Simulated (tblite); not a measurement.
Compound: C3H15NSi3.
Numbering: `[CH3:1][N:2]([CH3:3])[SiH2:4][Si@H:5]([CH3:6])[SiH3:7]` (hydrogens: H8, H9, H10 on C1; H11, H12, H13 on C3; H14, H15 on Si4; H16 on Si5; H17, H18, H19 on C6; H20, H21, H22 on Si7)

Structure optimised with GFN2-xTB, isolated species.

Q: Give the optimised bond lengths and angles.

A: 
```tsv
bond	length (Å)
C1–N2, N2–C3	1.440
N2–Si4	1.724
Si4–Si5	2.319
Si5–C6	1.912
Si5–Si7	2.317
C1–H8 and 3 like bonds	1.091
C1–H9, C3–H13	1.098
Si4–H14	1.471
Si4–H15	1.482
Si5–H16	1.485
C6–H17, C6–H18, C6–H19	1.087
Si7–H20, Si7–H21, Si7–H22	1.466
```

Bonds in one row agree within 0.01 Å and their mean is given. A selection of angles:
```tsv
angle	degrees
N2–C1–H8	109.7
N2–C1–H9	111.8
H8–C1–H9	108.5
H8–C1–H10	108.8
C1–N2–C3	111.8
C1–N2–Si4	121.0
N2–Si4–Si5	110.7
N2–Si4–H14	102.6
N2–Si4–H15	113.4
Si5–Si4–H14	113.7
Si5–Si4–H15	111.0
H14–Si4–H15	105.0
Si4–Si5–C6	110.4
Si4–Si5–Si7	114.3
Si4–Si5–H16	111.0
C6–Si5–Si7	108.4
C6–Si5–H16	104.3
Si7–Si5–H16	108.0
Si5–C6–H17	111.9
H17–C6–H18	107.3
Si5–Si7–H20	112.1
Si5–Si7–H22	114.6
H20–Si7–H21	106.0
```

Torsions: C1–N2–Si4–Si5 164° (antiperiplanar); N2–Si4–Si5–C6 -51° (synclinal).

N2 (silicon-bound nitrogen) has angles 122.3°, 121.0° and 111.8°, sum 355.1°, 0.20 Å off the plane of its three neighbours. Si5 (SiH silicon) is distorted tetrahedral (angles from 104.3° to 114.3°). Si4 (SiH2 silicon) is distorted tetrahedral (angles from 102.6° to 113.7°). Of the pairs four or more bonds apart, Si5···H12 is among the closest relative to their van der Waals radii: 2.95 Å, 89 % of the sum of Bondi's values. Si7 (SiH3 silicon) is distorted tetrahedral (angles from 105.6° to 114.6°).

Point group: C1 (no symmetry element, even within 0.4 Å). Its GFN2-xTB frequencies are all real (lowest 21 cm⁻¹). One conformer, not necessarily the lowest.

Hardware: one thread of an Arm Neoverse N1, on a shared host. Cost: 2.5 s. That covers the optimisation of the geometry.

These are computed values.
